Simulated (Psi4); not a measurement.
Job for Psi4: SAPT0/jun-cc-pV(D+d)Z on CH6O2Si (a complex), monomers drawn apart or pushed together.

```
memory 8100 MB

molecule dimer {
0 1
Si    0.10655027   -0.31917526    0.64220098
H    -0.27518128   -0.53061173   -0.77427612
H     0.68623971   -1.55908719    1.19231386
H    -1.14324738    0.00998596    1.38020952
H     1.04486590    0.81481815    0.74117111
--
0 1
O     0.92093391    0.19846948    4.01113982
C     0.04776428    0.48299836    4.78295313
O    -1.24621079    0.62429153    4.47037263
H     0.19607522    0.66624316    5.85464536
H    -1.34534795    0.45571855    3.51486886
units angstrom
symmetry c1
no_reorient
no_com
}

set {
  basis jun-cc-pV(D+d)Z
  scf_type df
  freeze_core true
}

energy('sapt0')
```

It printed:

```
[...]
==> Input File <==

--------------------------------------------------------------------------
memory 8100 MB

molecule dimer {
0 1
Si    0.10655027   -0.31917526    0.64220098
H    -0.27518128   -0.53061173   -0.77427612
H     0.68623971   -1.55908719    1.19231386
H    -1.14324738    0.00998596    1.38020952
H     1.04486590    0.81481815    0.74117111
--
0 1
O     0.92093391    0.19846948    4.01113982
C     0.04776428    0.48299836    4.78295313
O    -1.24621079    0.62429153    4.47037263
H     0.19607522    0.66624316    5.85464536
H    -1.34534795    0.45571855    3.51486886
units angstrom
symmetry c1
no_reorient
no_com
}

set {
  basis jun-cc-pV(D+d)Z
  scf_type df
  freeze_core true
}

energy('sapt0')
--------------------------------------------------------------------------


   => Loading Basis Set <=

    Name: JUN-CC-PV(D+D)Z
    Role: ORBITAL
    Keyword: BASIS
    atoms 1         entry SI         line   566 file jun-cc-pv_dpd_z.gbs
    atoms 2-5, 9-10 entry H          line    60 file jun-cc-pv_dpd_z.gbs
    atoms 6, 8      entry O          line   256 file jun-cc-pv_dpd_z.gbs
    atoms 7         entry C          line   188 file jun-cc-pv_dpd_z.gbs

   => Loading Basis Set <=

    Name: JUN-CC-PV(D+D)Z
    Role: ORBITAL
    Keyword: BASIS
    atoms 1         entry SI         line   566 file jun-cc-pv_dpd_z.gbs
    atoms 2-5, 9-10 entry H          line    60 file jun-cc-pv_dpd_z.gbs
    atoms 6, 8      entry O          line   256 file jun-cc-pv_dpd_z.gbs
    atoms 7         entry C          line   188 file jun-cc-pv_dpd_z.gbs


  //>>>>>>>>>>>>>>>>>>>>>>>>>>>>>>>>>>>//
  //              Dimer HF             //
  //<<<<<<<<<<<<<<<<<<<<<<<<<<<<<<<<<<<//

   => Libint2 <=

    Primary   basis highest AM E, G, H:  7, 6, 3
    Auxiliary basis highest AM E, G, H:  7, 7, 4
    Onebody   basis highest AM E, G, H:  -, -, -
    Solid Harmonics ordering:            Gaussian


   => Loading Basis Set <=

    Name: JUN-CC-PV(D+D)Z
    Role: ORBITAL
    Keyword: BASIS
    atoms 1         entry SI         line   566 file jun-cc-pv_dpd_z.gbs
    atoms 2-5, 9-10 entry H          line    60 file jun-cc-pv_dpd_z.gbs
    atoms 6, 8      entry O          line   256 file jun-cc-pv_dpd_z.gbs
    atoms 7         entry C          line   188 file jun-cc-pv_dpd_z.gbs


         ---------------------------------------------------------
                                   SCF
               by Justin Turney, Rob Parrish, Andy Simmonett
                          and Daniel G. A. Smith
                              RHF Reference
                        4 Threads,   7724 MiB Core
         ---------------------------------------------------------

  ==> Geometry <==

    Molecular point group: c1
    Full point group: C1

    Geometry (in Angstrom), charge = 0, multiplicity = 1:

       Center              X                  Y                   Z               Mass
    ------------   -----------------  -----------------  -----------------  -----------------
         SI           0.106550270000    -0.319175260000     0.642200980000    27.976926534650
         H           -0.275181280000    -0.530611730000    -0.774276120000     1.007825032230
         H            0.686239710000    -1.559087190000     1.192313860000     1.007825032230
         H           -1.143247380000     0.009985960000     1.380209520000     1.007825032230
         H            1.044865900000     0.814818150000     0.741171110000     1.007825032230
         O            0.920933910000     0.198469480000     4.011139820000    15.994914619570
         C            0.047764280000     0.482998360000     4.782953130000    12.000000000000
         O           -1.246210790000     0.624291530000     4.470372630000    15.994914619570
         H            0.196075220000     0.666243160000     5.854645360000     1.007825032230
         H           -1.345347950000     0.455718550000     3.514868860000     1.007825032230

  Running in c1 symmetry.

  Rotational constants: A =      0.32825  B =      0.01812  C =      0.01742 [cm^-1]
  Rotational constants: A =   9840.74625  B =    543.24054  C =    522.21292 [MHz]
  Nuclear repulsion =  149.617792923344325

  Charge       = 0
  Multiplicity = 1
  Electrons    = 42
  Nalpha       = 21
  Nbeta        = 21

  ==> Algorithm <==

  SCF Algorithm Type is DF.
  DIIS enabled.
  MOM disabled.
  Fractional occupation disabled.
  Guess Type is SAD.
  Energy threshold   = 1.00e-08
  Density threshold  = 1.00e-08
  Integral threshold = 1.00e-12

  ==> Primary Basis <==

  Basis Set: JUN-CC-PV(D+D)Z
    Blend: JUN-CC-PV(D+D)Z
    Number of shells: 53
    Number of basis functions: 111
    Number of Cartesian functions: 116
    Spherical Harmonics?: true
    Max angular momentum: 2

   => Loading Basis Set <=

    Name: (JUN-CC-PV(D+D)Z AUX)
    Role: JKFIT
    Keyword: DF_BASIS_SCF
    atoms 1         entry SI         line   506 file jun-cc-pvdz-jkfit.gbs
    atoms 2-5, 9-10 entry H          line    70 file jun-cc-pvdz-jkfit.gbs

[...]
:  -188.79148320394896

   => Energetics <=

    Nuclear Repulsion Energy =             70.2800033285382000
    One-Electron Energy =                -398.0107108188020106
    Two-Electron Energy =                 138.9392242863148397
    Total Energy =                       -188.7914832039489568

Computation Completed


Properties will be evaluated at   0.000000,   0.000000,   0.000000 [a0]

Properties computed using the SCF density matrix


 Multipole Moments:

 ------------------------------------------------------------------------------------
     Multipole            Electronic (a.u.)      Nuclear  (a.u.)        Total (a.u.)
 ------------------------------------------------------------------------------------

 L = 1.  Multiply by 2.5417464519 to convert [e a0] to [Debye]
 Dipole X            :          5.9236141           -6.5477160           -0.6241019
 Dipole Y            :        -19.8916479           20.0349519            0.1433040
 Dipole Z            :       -199.9186956          200.1585300            0.2398344
 Magnitude           :                                                    0.6837834

 ------------------------------------------------------------------------------------

  Constructing Basis Sets for SAPT...

   => Loading Basis Set <=

    Name: (JUN-CC-PV(D+D)Z AUX)
    Role: RIFIT
    Keyword: DF_BASIS_SAPT
    atoms 1         entry SI         line   376 file jun-cc-pvdz-ri.gbs
    atoms 2-5, 9-10 entry H          line    30 file jun-cc-pvdz-ri.gbs
    atoms 6, 8      entry O          line   188 file jun-cc-pvdz-ri.gbs
    atoms 7         entry C          line   100 file jun-cc-pvdz-ri.gbs

   => Loading Basis Set <=

    Name: (JUN-CC-PV(D+D)Z AUX)
    Role: JKFIT
    Keyword: DF_BASIS_ELST
    atoms 1         entry SI         line   506 file jun-cc-pvdz-jkfit.gbs
    atoms 2-5, 9-10 entry H          line    70 file jun-cc-pvdz-jkfit.gbs
    atoms 6, 8      entry O          line   258 file jun-cc-pvdz-jkfit.gbs
    atoms 7         entry C          line   146 file jun-cc-pvdz-jkfit.gbs


  //>>>>>>>>>>>>>>>>>>>>>>>>>>>>>>>>>>>//
  //               SAPT0               //
  //<<<<<<<<<<<<<<<<<<<<<<<<<<<<<<<<<<<//



        SAPT0
    Ed Hohenstein
     6 June 2009

      Orbital Information
  --------------------------
    NSO        =       111
    NMO        =       111
    NRI        =       364
    NRI (Elst) =       496
    NOCC A     =         9
    NOCC B     =        12
    FOCC A     =         5
    FOCC B     =         3
    NVIR A     =       102
    NVIR B     =        99

    Elst10,r            =    -0.003260527879 [Eh]
    Exch10              =     0.003640718897 [Eh]
    Exch10 (S^2)        =     0.003632506485 [Eh]

    Maxiter = 50
    CPHF R converge = 1.000000E-08

    Iter     Energy [mEh]          dE [mEh]         Residual      Time [s]
       1      -1.23178086       1.231780865     5.712564e-03             0
       2      -1.61956225       0.387781384     1.108759e-03             0
       3      -1.61452893      -0.005033314     2.256980e-04             0
       4      -1.61241558      -0.002113354     3.637226e-05             0
       5      -1.61297428       0.000558700     6.577698e-06             0
       6      -1.61291238      -0.000061905     1.280919e-06             0
       7      -1.61291421       0.000001837     1.772806e-07             0
       8      -1.61291509       0.000000871     2.351432e-08             0
       9      -1.61291495      -0.000000134     2.657045e-09             0

    CHF Iterations converged

    Maxiter = 50
    CPHF R converge = 1.000000E-08

    Iter     Energy [mEh]          dE [mEh]         Residual      Time [s]
       1      -0.36847371       0.368473707     2.783191e-03             0
       2      -0.45451989       0.086046186     1.168690e-03             0
       3      -0.46126571       0.006745815     3.379521e-04             0
       4      -0.45843375      -0.002831958     1.083241e-04             0
       5      -0.45849323       0.000059482     4.236363e-05             0
       6      -0.45870516       0.000211925     1.227832e-05             0
       7      -0.45867333      -0.000031824     3.267253e-06             0
       8      -0.45866520      -0.000008130     6.937621e-07             0
       9      -0.45866733       0.000002127     2.794768e-07             0
      10      -0.45866773       0.000000395     6.584115e-08             0
      11      -0.45866747      -0.000000255     1.240148e-08             0
      12      -0.45866749       0.000000021     2.937564e-09             0

    CHF Iterations converged

    Ind20,r (A<-B)      =    -0.001612914951 [Eh]
    Ind20,r (B<-A)      =    -0.000458667491 [Eh]
    Ind20,r             =    -0.002071582442 [Eh]
    Exch-Ind20,r (A<-B) =     0.000650066885 [Eh]
    Exch-Ind20,r (B<-A) =     0.000366529172 [Eh]
    Exch-Ind20,r        =     0.001016596057 [Eh]
    Disp20              =    -0.002221172559 [Eh]
    Disp20 (SS)         =    -0.001110586280 [Eh]
    Disp20 (OS)         =    -0.001110586280 [Eh]
    Exch-Disp20         =     0.000220860432 [Eh]
    Exch-Disp20 (SS)    =     0.000124854525 [Eh]
    Exch-Disp20 (OS)    =     0.000096005908 [Eh]

    SAPT Results
  --------------------------------------------------------------------------------------------------------
    Electrostatics                 -3.26052788 [mEh]      -2.04601213 [kcal/mol]      -8.56051477 [kJ/mol]
      Elst10,r                     -3.26052788 [mEh]      -2.04601213 [kcal/mol]      -8.56051477 [kJ/mol]

    Exchange                        3.64071890 [mEh]       2.28458560 [kcal/mol]       9.55870615 [kJ/mol]
      Exch10                        3.64071890 [mEh]       2.28458560 [kcal/mol]       9.55870615 [kJ/mol]
      Exch10(S^2)                   3.63250649 [mEh]       2.27943223 [kcal/mol]       9.53714446 [kJ/mol]

    Induction                      -1.45170918 [mEh]      -0.91096126 [kcal/mol]      -3.81146193 [kJ/mol]
      Ind20,r                      -2.07158244 [mEh]      -1.29993761 [kcal/mol]      -5.43893895 [kJ/mol]
      Exch-Ind20,r                  1.01659606 [mEh]       0.63792366 [kcal/mol]       2.66907258 [kJ/mol]
      delta HF,r (2)               -0.39672279 [mEh]      -0.24894731 [kcal/mol]      -1.04159555 [kJ/mol]

    Dispersion                     -2.00031213 [mEh]      -1.25521481 [kcal/mol]      -5.25181877 [kJ/mol]
      Disp20                       -2.22117256 [mEh]      -1.39380682 [kcal/mol]      -5.83168775 [kJ/mol]
      Exch-Disp20                   0.22086043 [mEh]       0.13859201 [kcal/mol]       0.57986899 [kJ/mol]
      Disp20 (SS)                  -1.11058628 [mEh]      -0.69690341 [kcal/mol]      -2.91584388 [kJ/mol]
      Disp20 (OS)                  -1.11058628 [mEh]      -0.69690341 [kcal/mol]      -2.91584388 [kJ/mol]
      Exch-Disp20 (SS)              0.12485452 [mEh]       0.07834740 [kcal/mol]       0.32780551 [kJ/mol]
      Exch-Disp20 (OS)              0.09600591 [mEh]       0.06024462 [kcal/mol]       0.25206348 [kJ/mol]

  Total HF                         -1.07151816 [mEh]      -0.67238780 [kcal/mol]      -2.81327055 [kJ/mol]
  Total SAPT0                      -3.07183029 [mEh]      -1.92760261 [kcal/mol]      -8.06508931 [kJ/mol]

  Special recipe for scaled SAPT0 (see Manual):
    Electrostatics sSAPT0          -3.26052788 [mEh]      -2.04601213 [kcal/mol]      -8.56051477 [kJ/mol]
    Exchange sSAPT0                 3.64071890 [mEh]       2.28458560 [kcal/mol]       9.55870615 [kJ/mol]
    Induction sSAPT0               -1.44479858 [mEh]      -0.90662480 [kcal/mol]      -3.79331816 [kJ/mol]
    Dispersion sSAPT0              -1.99881077 [mEh]      -1.25427269 [kcal/mol]      -5.24787694 [kJ/mol]
  Total sSAPT0                     -3.06341833 [mEh]      -1.92232403 [kcal/mol]      -8.04300372 [kJ/mol]
  --------------------------------------------------------------------------------------------------------



*** Psi4 exiting successfully. Buy a developer a beer!
```

The run finished.

Cost: around 14 core-seconds (rough).
